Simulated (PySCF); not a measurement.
# Radial density of B³⁺ (boron, charge +3)

UHF, 1s2, closed-shell 1S. All numbers are calculated (PySCF 2.14, the non-relativistic Hamiltonian (point nucleus), in aug-cc-pVTZ with one added diffuse shell each of s, p, d, f type (6s5p4d3f, 62 functions)).

```csv
r (bohr),4πr²ρ (e/bohr)
0.00612,0.03070
0.0103,0.08368
0.0173,0.2200
0.0291,0.5543
0.0490,1.287
0.0824,2.624
0.139,4.294
0.233,4.924
0.392,3.162
0.660,0.7826
1.11,0.03965
1.87,0.0001768
```
